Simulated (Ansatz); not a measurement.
Computed with Ansatz on PBE0-D4/def2-TZVP structures; ΔE is electronic, products minus reactants. CCSD(T)/CBS adds triple-zeta CCSD(T) − MP2 to the extrapolated MP2 energy (def2 sets, frozen cores). DFT in def2-TZVPP. def2 core potentials past Kr. For In, Se outer-core shells are correlated without core-valence functions, which leaves a few kJ/mol of doubt a bond. Scalar relativity is left out up to krypton. Each species was taken in one conformer, which may not be the lowest.

Reaction (ligand exchange at the In–O bond): `[CH3][In]([CH3])[O][SiH3]` + H₂Se → `[CH3][In]([CH3])[SeH]` + silanol

`[CH3][In]([CH3])[O][SiH3]`:

Z-matrix (Å, degrees):
```
C
In 1 2.131
H 1 1.091 2 110.3
H 1 1.091 2 110.9 3 -120.0
H 1 1.089 2 108.2 3 119.6
C 2 2.135 1 142.3 3 66.7
O 2 2.016 1 107.5 3 -113.7
H 6 1.089 2 112.0 1 -16.0
H 6 1.090 2 108.9 1 -137.6
H 6 1.092 2 108.9 1 104.6
Si 7 1.616 2 139.0 1 177.9
H 11 1.493 7 111.5 2 112.3
H 11 1.498 7 112.2 2 -7.7
H 11 1.492 7 111.2 2 -127.6
```

H₂Se:

```xyz
3

Se    0.030    0.614    0.300
H    -0.222    0.152   -1.069
H     0.192   -0.766    0.769
```

`[CH3][In]([CH3])[SeH]`:

Z-matrix (Å, degrees):
```
C
In 1 2.148
H 1 1.089 2 110.5
H 1 1.092 2 109.9 3 -120.5
H 1 1.091 2 110.0 3 120.6
C 2 2.148 1 130.7 3 -178.9
Se 2 2.530 1 113.9 3 1.6
H 6 1.092 2 109.1 1 -102.0
H 6 1.090 2 111.4 1 18.1
H 6 1.091 2 109.8 1 139.4
H 7 1.469 2 92.9 1 -179.9
```

`O[SiH3]`:

Cartesian coordinates in Å:
```
O 0.999 -0.773 -0.215
Si -0.373 0.082 0.104
H 1.772 -0.288 -0.505
H -0.160 1.077 1.191
H -1.384 -0.914 0.524
H -0.854 0.816 -1.099
```

Question: Is it downhill or uphill in electronic energy at CCSD(T)/CBS, and by how much? (Best estimate.)

Answer: Computed: Downhill: ΔE = -52.5 kJ/mol.

Question: What do these levels give: revPBE-D4, B97M-V, r2SCANh-D4, r2SCAN0-D4, ωB97M-V, PBE-QIDH, BLYP, r2SCAN0, CCSD/def2-SVP, HF/def2-TZVPP, SCS-MP2/def2-QZVPP, MP2/CBS(def2)? (Estimate.)

Answer: Computed: revPBE-D4 -54.4, B97M-V -43.6, r2SCANh-D4 -56.8, r2SCAN0-D4 -60.2, ωB97M-V -54.4, PBE-QIDH -61.4, BLYP -50.6, r2SCAN0 -61.0, CCSD/def2-SVP -43.6, HF/def2-TZVPP -60.0, SCS-MP2/def2-QZVPP -50.6, MP2/CBS(def2) -57.1 kJ/mol.

Largest T1 diagnostic among the species: 0.013.

From r2SCAN to r2SCAN0 (25 % exact exchange), in def2-TZVPP and without D4, ΔE moves by −6.0 kJ/mol. Leaving LDA and LC-ωPBE aside and taking each functional with its dispersion term where it has one, the values, not all of them listed here, spread over 19.0 kJ/mol, from HSE06-D4 to B97M-V.
